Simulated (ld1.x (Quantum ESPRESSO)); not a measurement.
## Ho (Z = 67): variants of one PAW potential

Base potential:

| Property | Result |
| --- | --- |
| Element | Ho (Z = 67) |
| Generator | ld1.x (Quantum ESPRESSO) 7.5 |
| Type | PAW |
| Functional | LDA (PZ) |
| Relativity | fully relativistic |
| Frozen core | [Kr] 4d10 |
| Valence charge | 21 |
| Reference configuration | 4f10.5 5s2 5p6 5d0.5 6s2 6p0 |
| Partial waves | 5s (bound): rcut 1.65, rcutus 1.75 bohr; 6s (bound): rcut 1.65, rcutus 1.75 bohr; 5p (bound): rcut 2.00, rcutus 2.45 bohr; 6p (bound, empty): rcut 2.00, rcutus 2.45 bohr; 5d (bound): rcut 2.45, rcutus 3.40 bohr; 5d channel at 2.3 Ry: rcut 2.45, rcutus 3.40 bohr; 4f (bound): rcut 0.90, rcutus 1.15 bohr; 4f channel at 0.8 Ry: rcut 0.90, rcutus 1.15 bohr |
| Local potential | all-electron potential smoothed inside 1.00 bohr (lloc = -1) |
| Core correction | Bessel-smoothed model core inside 1.05 bohr |
| Augmentation charge | PSQ, inside the norm-conserving radii |

Open shells are filled in proportion to 2j + 1 (rel_dist='average').

All-electron outer shells of the reference configuration (LDA (PZ), scalar-relativistic, ld1.x):

| shell | level (eV) | outermost node (bohr) | outermost maximum (bohr) |
| --- | --- | --- | --- |
| 4p | -305.95 | 0.27 | 0.51 |
| 4d | -162.48 | 0.25 | 0.52 |
| 5s | -52.56 | 0.61 | 1.13 |
| 5p | -27.67 | 0.66 | 1.29 |
| 4f | -6.37 | – | 0.52 |
| 6s | -4.26 | 1.53 | 3.26 |
| 5d | -1.81 | 0.74 | 2.00 |
| 6p | -1.32 | 1.86 | 4.57 |

Cutoffs, loose and tight: the cutoffs (Ry, on a coarse ladder) from which the occupation-weighted sum of valence levels, in a spherical-Bessel basis at the reference potential, stays within 10 and 1 mRy of its value at 400 Ry. They do not see the model core or the augmentation charge, which bear on the density cutoff. Test errors are all-electron minus pseudo excitation energies from the reference, over the configurations 4f11 5s2 5p6 5d0 6s2 6p0; 4f11 5s2 5p6 5d0 6s1 6p0; 4f11 5s2 5p6 5d0 6s0 6p0; 4f11 5s2 5p6 5d0 6s1 6p1; 4f9 5s2 5p6 5d0 6s0 6p0; 4f10 5s2 5p6 5d0 6s2 6p0; 4f10 5s2 5p6 5d0 6s0 6p0. A dash means not determined; rows that change the core or the reference have their own tests. The largest error is taken over the tests solved by every variant that gives reliable tests at all: 4f11 5s2 5p6 5d0 6s0 6p0; 4f11 5s2 5p6 5d0 6s1 6p0; 4f11 5s2 5p6 5d0 6s2 6p0.

Cutoffs are not given where the Bessel-basis levels miss the radial ones by over 6 mRy, ghosts where they miss by over 20 mRy; a channel whose overlap is not positive is not tested.

| change | outcome | bound ghosts | largest test error (meV) |
| --- | --- | --- | --- |
| base | generated | not determined | -92 |
| core correction a·sin(br)/r model core, default radius (ld1.x builds one for every PAW set, though the input has nlcc=.false.) | generated | not determined | -95 |
| core correction Bessel-smoothed model core inside 0.56 bohr | generated | not determined | -92 |
| core correction Bessel-smoothed model core inside 0.82 bohr | generated | not determined | -92 |
| core correction Bessel-smoothed model core inside 0.96 bohr | generated | not determined | -92 |
| core correction Bessel-smoothed model core inside 1.18 bohr | generated | not determined | -92 |
| core correction Bessel-smoothed model core inside 1.32 bohr | generated | not determined | -93 |
